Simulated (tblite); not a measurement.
Species: C3H13B3SSi.
Atom-mapped SMILES: `[BH2:1][BH:2][S:3][SiH2:4][CH2:5][B:6]([CH3:7])[CH3:8]` (hydrogens: H9, H10 on B1; H11 on B2; H12, H13 on Si4; H14, H15 on C5; H16, H17, H18 on C7; H19, H20, H21 on C8)

Computed with GFN2-xTB (tblite), gas phase: L-BFGS steps from a force-field or distance-geometry start until the largest atomic force falls under 0.01 eV/Å.

Step 58: E = -591.2995 eV
```
atom  x, y, z in Å  |  force x, y, z in eV/Å
B1      4.0916    0.4637   -0.2228    0.021   0.029  -0.009
B2      3.8107   -1.1181    0.0537    0.004  -0.035   0.006
S3      2.2085   -1.8174    0.3670    0.036  -0.005  -0.001
Si4     0.8249   -0.1490    0.4441    0.042   0.012   0.034
C5     -0.7050   -0.6571   -0.5580    0.001   0.009   0.000
B6     -1.9961    0.0502   -0.0138   -0.039  -0.007   0.020
C7     -2.0517    1.6284   -0.0146   -0.012  -0.009  -0.009
C8     -3.2295   -0.7803    0.5112   -0.004   0.003   0.015
H9      4.0743    0.9254   -1.3039   -0.005  -0.018   0.012
H10     4.3700    1.2251    0.6276   -0.015  -0.019   0.009
H11     4.6539   -1.9406    0.0424   -0.004   0.011  -0.006
H12     1.5083    1.0188   -0.1221   -0.028  -0.002   0.018
H13     0.5809    0.0883    1.8711    0.000  -0.030  -0.037
H14    -0.7832   -1.7446   -0.5746   -0.013  -0.016   0.020
H15    -0.5022   -0.3481   -1.5851   -0.020   0.026  -0.030
H16    -2.8777    2.0412    0.5598    0.000   0.003  -0.023
H17    -1.1279    2.0547    0.3729   -0.027   0.029  -0.016
H18    -2.1529    2.0026   -1.0332   -0.001   0.014   0.005
H19    -3.0291   -1.8393    0.6582   -0.001   0.021  -0.018
H20    -3.6333   -0.3840    1.4416    0.027   0.006   0.005
H21    -4.0434   -0.7029   -0.2125    0.035  -0.023   0.006
```

Step 59: E = -591.3003 eV
```
atom  x, y, z in Å  |  force x, y, z in eV/Å
B1      4.0954    0.4631   -0.2205   -0.002   0.017  -0.007
B2      3.8118   -1.1200    0.0480    0.020  -0.056   0.020
S3      2.2089   -1.8155    0.3661    0.030  -0.001  -0.004
Si4     0.8260   -0.1469    0.4456    0.032   0.015   0.024
C5     -0.7045   -0.6547   -0.5563    0.014   0.004  -0.010
B6     -1.9954    0.0521   -0.0121   -0.034  -0.019   0.008
C7     -2.0548    1.6303   -0.0197   -0.016  -0.021  -0.011
C8     -3.2252   -0.7820    0.5145   -0.002   0.014   0.009
H9      4.0627    0.9313   -1.2989    0.010  -0.010   0.028
H10     4.3774    1.2169    0.6362   -0.012  -0.021  -0.015
H11     4.6497   -1.9491    0.0351   -0.006   0.034  -0.014
H12     1.5077    1.0231   -0.1188   -0.031  -0.010   0.023
H13     0.5786    0.0870    1.8723    0.005  -0.028  -0.032
H14    -0.7835   -1.7421   -0.5757   -0.010  -0.018   0.035
H15    -0.5021   -0.3464   -1.5834   -0.015   0.039  -0.038
H16    -2.8830    2.0432    0.5515    0.002   0.006  -0.025
H17    -1.1324    2.0585    0.3692   -0.030   0.035  -0.023
H18    -2.1548    1.9996   -1.0406    0.005   0.013   0.024
H19    -3.0243   -1.8409    0.6610    0.007   0.025  -0.014
H20    -3.6281   -0.3850    1.4443    0.014   0.004   0.022
H21    -4.0389   -0.7055   -0.2090    0.021  -0.022   0.001
```

Step 60: E = -591.3009 eV
```
atom  x, y, z in Å  |  force x, y, z in eV/Å
B1      4.0994    0.4634   -0.2168   -0.031  -0.047   0.002
B2      3.8151   -1.1215    0.0461    0.042  -0.060   0.028
S3      2.2112   -1.8141    0.3626    0.015  -0.002  -0.002
Si4     0.8270   -0.1463    0.4472    0.015   0.003   0.001
C5     -0.7050   -0.6525   -0.5549    0.024   0.000  -0.020
B6     -1.9965    0.0542   -0.0118   -0.004  -0.023   0.000
C7     -2.0579    1.6319   -0.0233   -0.015  -0.022  -0.009
C8     -3.2224   -0.7826    0.5166   -0.007   0.017   0.005
H9      4.0557    0.9297   -1.2935    0.020   0.018  -0.011
H10     4.3796    1.2157    0.6393    0.001   0.003   0.009
H11     4.6494   -1.9552    0.0294   -0.013   0.052  -0.017
H12     1.5064    1.0251   -0.1168   -0.030  -0.008   0.026
H13     0.5779    0.0830    1.8736    0.007  -0.024  -0.020
H14    -0.7865   -1.7399   -0.5753    0.000  -0.012   0.041
H15    -0.5024   -0.3451   -1.5825   -0.013   0.041  -0.032
H16    -2.8872    2.0451    0.5457   -0.005   0.010  -0.019
H17    -1.1364    2.0612    0.3665   -0.029   0.037  -0.025
H18    -2.1568    1.9989   -1.0450    0.008   0.015   0.021
H19    -3.0195   -1.8409    0.6622    0.012   0.018  -0.006
H20    -3.6242   -0.3854    1.4463    0.002   0.003   0.032
H21    -4.0360   -0.7079   -0.2066    0.003  -0.019  -0.003
```

Q: Estimate the geometry and energy of step 61. (The exact step hangs on the optimiser's Hessian estimate; all steps are aligned on step 60, rigid shifts and turns removed.)

A: E = -591.3015 eV, largest force 0.058 eV/Å
```
atom  x, y, z in Å  |  force x, y, z in eV/Å
B1      4.1018    0.4615   -0.2127   -0.040  -0.042   0.003
B2      3.8158   -1.1257    0.0405    0.032  -0.025   0.031
S3      2.2106   -1.8119    0.3621    0.004  -0.006   0.000
Si4     0.8281   -0.1429    0.4500   -0.009  -0.019  -0.027
C5     -0.7035   -0.6496   -0.5542    0.021  -0.005  -0.026
B6     -1.9969    0.0551   -0.0119    0.029  -0.015  -0.004
C7     -2.0618    1.6325   -0.0295   -0.013  -0.013  -0.007
C8     -3.2182   -0.7839    0.5207   -0.004   0.016   0.002
H9      4.0427    0.9371   -1.2857    0.030   0.013   0.014
H10     4.3897    1.2065    0.6490   -0.004  -0.013  -0.019
H11     4.6439   -1.9636    0.0169    0.012   0.038  -0.020
H12     1.5059    1.0290   -0.1122   -0.022   0.004   0.022
H13     0.5761    0.0833    1.8751    0.007  -0.021   0.001
H14    -0.7859   -1.7374   -0.5749    0.011   0.002   0.041
H15    -0.5008   -0.3415   -1.5820   -0.012   0.036  -0.017
H16    -2.8930    2.0473    0.5351   -0.012   0.007  -0.013
H17    -1.1423    2.0656    0.3609   -0.026   0.033  -0.023
H18    -2.1581    1.9957   -1.0526    0.007   0.014   0.013
H19    -3.0127   -1.8415    0.6656    0.016   0.009   0.004
H20    -3.6184   -0.3866    1.4507   -0.006   0.001   0.036
H21    -4.0319   -0.7122   -0.2018   -0.020  -0.014  -0.008
```

The energy changes by -0.0006 eV. The first-order estimate −F·Δx gives -0.0009 eV and the mean of the old and new forces, exact on a quadratic surface, -0.0006 eV. The step makes an angle of 83° with the force vector and moves no atom by more than 0.017 Å.

The cost below is that of the whole relaxation. Time: 8.4 s of wall time. Hardware: Intel Xeon at 2.50 GHz, one thread, shared host with 64 logical CPUs at a one-minute load of 56.
